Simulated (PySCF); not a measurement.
Cost against size for one kind of job: PBE0-D3(BJ)/def2-SVP geometry optimisation, gas phase (PySCF 2.14.0); work: geometry optimisation from a GFN2-xTB start shaken at random. Hardware: an Arm Neoverse V1 with one thread, shared host. Other jobs ran on the host; a repeat could differ by tens of per cent or more. Peak memory is the resident size of the whole Python process, interpreter and libraries included.

```csv
species (SMILES),atoms,electrons,basis functions,SCF cycles,gradient evaluations,wall time,peak memory
BC=C,8,22,67,39,6,?,?
F[SiH2][Ge]([F])([F])[F],8,84,116,58,9,49 s,0.49 GiB
CN1C[SiH2]C1,14,48,119,43,7,38 s,0.48 GiB
FC1(F)[SiH2]C[SiH2]1,12,64,122,46,7,43 s,0.52 GiB
ClB(Cl)C1=C(Br)C1,9,94,134,50,7,70 s,0.57 GiB
```

Task: Estimate the withheld figures.

Result: `BC=C`: 7.0 s, 0.30 GiB.

Task: With all rows, how does the wall time grow with the number of basis functions N?

Result: A straight line through log(time) against log(N) has slope 3.2 between N = 67 and 134, and the rows scatter about it by a factor of about 1.2 (standard error of the fit). This is a fit to these rows, whose iteration counts differ, not the method's formal scaling.

Task: Which species took longest, and how many times the shortest run?

Result: `ClB(Cl)C1=C(Br)C1`, at 70 s: about 10 times the shortest (7.0 s).
